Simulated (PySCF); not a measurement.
Molfile (atoms numbered from 1):
```
C7H16
     RDKit          3D

 23 22  0  0  0  0  0  0  0  0999 V2000
    1.3046   -2.0465   -0.0145 C   0  0  0  0  0  0  0  0  0  0  0  0
    0.4627   -1.2231   -0.9793 C   0  0  0  0  0  0  0  0  0  0  0  0
   -0.0456    0.1191   -0.4349 C   0  0  0  0  0  0  0  0  0  0  0  0
    1.1083    1.0881   -0.1473 C   0  0  0  0  0  0  0  0  0  0  0  0
    0.6944    2.5481   -0.0338 C   0  0  0  0  0  0  0  0  0  0  0  0
   -0.9643   -0.0344    0.7823 C   0  0  0  0  0  0  0  0  0  0  0  0
   -2.2062   -0.8800    0.5448 C   0  0  0  0  0  0  0  0  0  0  0  0
    2.1979   -1.4983    0.3226 H   0  0  0  0  0  0  0  0  0  0  0  0
    0.7366   -2.3345    0.8838 H   0  0  0  0  0  0  0  0  0  0  0  0
    1.6525   -2.9757   -0.4905 H   0  0  0  0  0  0  0  0  0  0  0  0
   -0.3977   -1.8261   -1.3136 H   0  0  0  0  0  0  0  0  0  0  0  0
    1.0496   -1.0210   -1.8918 H   0  0  0  0  0  0  0  0  0  0  0  0
   -0.6525    0.5701   -1.2437 H   0  0  0  0  0  0  0  0  0  0  0  0
    1.8583    0.9916   -0.9514 H   0  0  0  0  0  0  0  0  0  0  0  0
    1.6235    0.7804    0.7793 H   0  0  0  0  0  0  0  0  0  0  0  0
    0.2024    2.8949   -0.9568 H   0  0  0  0  0  0  0  0  0  0  0  0
    1.5653    3.1978    0.1416 H   0  0  0  0  0  0  0  0  0  0  0  0
   -0.0083    2.7168    0.7965 H   0  0  0  0  0  0  0  0  0  0  0  0
   -0.3844   -0.4535    1.6234 H   0  0  0  0  0  0  0  0  0  0  0  0
   -1.2754    0.9691    1.1153 H   0  0  0  0  0  0  0  0  0  0  0  0
   -2.8685   -0.8707    1.4236 H   0  0  0  0  0  0  0  0  0  0  0  0
   -2.7878   -0.5033   -0.3123 H   0  0  0  0  0  0  0  0  0  0  0  0
   -1.9579   -1.9318    0.3358 H   0  0  0  0  0  0  0  0  0  0  0  0
  1  2  1  0
  2  3  1  0
  3  4  1  0
  4  5  1  0
  3  6  1  0
  6  7  1  0
  1  8  1  0
  1  9  1  0
  1 10  1  0
  2 11  1  0
  2 12  1  0
  3 13  1  0
  4 14  1  0
  4 15  1  0
  5 16  1  0
  5 17  1  0
  5 18  1  0
  6 19  1  0
  6 20  1  0
  7 21  1  0
  7 22  1  0
  7 23  1  0
M  END
```

Geometry: PBE0-D3(BJ)/def2-SVP; GIAO shifts from PySCF 2.14.0 with density-fitted response routines, gas phase, non-relativistic, averaged over equivalent atoms.

At PBE0/pcSseg-1 (199 basis functions, 32 s wall time on 1 thread of an Arm Neoverse V1, shared host):
```
                            atoms  δ (ppm)
                               C3     42.3
                         C2/C4/C6     27.0
                         C1/C5/C7     11.8
          H11/H12/H14/H15/H19/H20     1.22
H8/H9/H10/H16/H17/H18/H21/H22/H23     0.87
                              H13     0.86
```

δ = σ(ref) − σ, references computed at the same level: TMS for $^{13}$C (σref 184.41) and $^{1}$H (σref 31.27).

Question: Predict the values at HF/pcSseg-1 on the same geometry.

Answer: 
```csv
atoms,δ at HF/pcSseg-1,change
C3,35.8,-6.5
C2/C4/C6,24.0,-3.0
C1/C5/C7,12.1,+0.3
H11/H12/H14/H15/H19/H20,1.02,-0.20
H8/H9/H10/H16/H17/H18/H21/H22/H23,0.90,+0.03
H13,0.53,-0.33
```

δ = σ(ref) − σ, references computed at the same level: TMS for $^{13}$C (σ = 190.85 ppm) and $^{1}$H (σ = 31.69 ppm).

The largest change is at C3 (sp3 CH). Cost: 199 basis functions, 16 s wall time on 1 thread of an Arm Neoverse V1, shared host. The order of the carbon signals is the same at both levels.
